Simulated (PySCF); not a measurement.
How the method moves the HOMO and LUMO of `BNB(F)NC`

Species: CH7B2FN2.
Geometry (PBE0-D3(BJ)/def2-SVP, Å), atoms numbered from 1 in this order:
```
atom  x, y, z in Å
B1    -2.3973   -0.1421   -0.0395
N2    -1.4432    0.8785   -0.1104
B3     0.0045    0.7776   -0.0764
F4     0.6904    1.9285   -0.1896
N5     0.6951   -0.4269    0.0657
C6     2.1255   -0.5816    0.1024
H7    -2.0336   -1.2930    0.0796
H8    -3.5756    0.1233   -0.0964
H9    -1.7849    1.8292   -0.2156
H10    0.1543   -1.2789    0.1466
H11    2.6005    0.4048    0.0190
H12    2.4699   -1.0402    1.0453
H13    2.4988   -1.2037   -0.7295
```

Basis pcSseg-1 throughout (PySCF), one geometry. Isolated species at its PBE0-D3(BJ)/def2-SVP geometry (one conformer only).

Task: How do the orbital energies, the gap and the dipole change with the method?

Result: 
| method | kind | HOMO (eV) | LUMO (eV) | gap (eV) | μ (D) | SCF cycles |
| --- | --- | --- | --- | --- | --- | --- |
| BLYP | GGA | -5.85 | -1.19 | 4.67 | 1.16 | 14 |
| B97-D | GGA | -5.98 | -1.16 | 4.82 | 1.13 | 14 |
| OPBE | GGA | -5.99 | -1.21 | 4.78 | 1.17 | 14 |
| PBE | GGA | -6.00 | -1.35 | 4.65 | 1.18 | 14 |
| KT2 | GGA | -6.07 | -1.33 | 4.74 | 1.15 | 14 |
| KT3 | GGA | -6.08 | -1.27 | 4.81 | 1.12 | 14 |
| BP86 | GGA | -6.10 | -1.40 | 4.71 | 1.18 | 14 |
| LDA | LDA | -6.15 | -1.61 | 4.54 | 1.23 | 14 |
| B97-2 | global hybrid | -7.08 | -0.37 | 6.71 | 1.11 | 14 |
| B3LYP | global hybrid | -7.10 | -0.60 | 6.50 | 1.11 | 14 |
| PBE0 | global hybrid | -7.34 | -0.39 | 6.96 | 1.12 | 14 |
| mPW1PW91 | global hybrid | -7.38 | -0.38 | 7.00 | 1.13 | 14 |
| BHandHLYP | global hybrid | -8.58 | 0.65 | 9.23 | 1.09 | 12 |
| CAM-B3LYP | range-separated hybrid | -8.72 | 0.73 | 9.44 | 1.10 | 13 |
| wB97X-D | range-separated hybrid | -9.23 | 1.50 | 10.73 | 1.11 | 14 |
| LC-wPBE | range-separated hybrid | -10.12 | 1.91 | 12.04 | 1.10 | 13 |
| HF | Hartree–Fock | -10.58 | 3.13 | 13.71 | 1.08 | 10 |

The HOMO spans 4.73 eV, from BLYP down to HF, and the gap runs from 4.54 eV (LDA) to 13.71 eV (HF). Over the methods BLYP (0 %), B97-D (0 %), OPBE (0 %), PBE (0 %), KT2 (0 %), KT3 (0 %), BP86 (0 %), LDA (0 %), B97-2 (21 %), B3LYP (20 %), PBE0 (25 %), mPW1PW91 (25 %), BHandHLYP (50 %), HF (100 %), a straight line through the gap against the share of exact exchange rises by 0.90 eV for each 10 % (correlation coefficient 1.000). The dipole ranges from 1.08 D (HF) to 1.23 D (LDA). This basis has no diffuse functions.
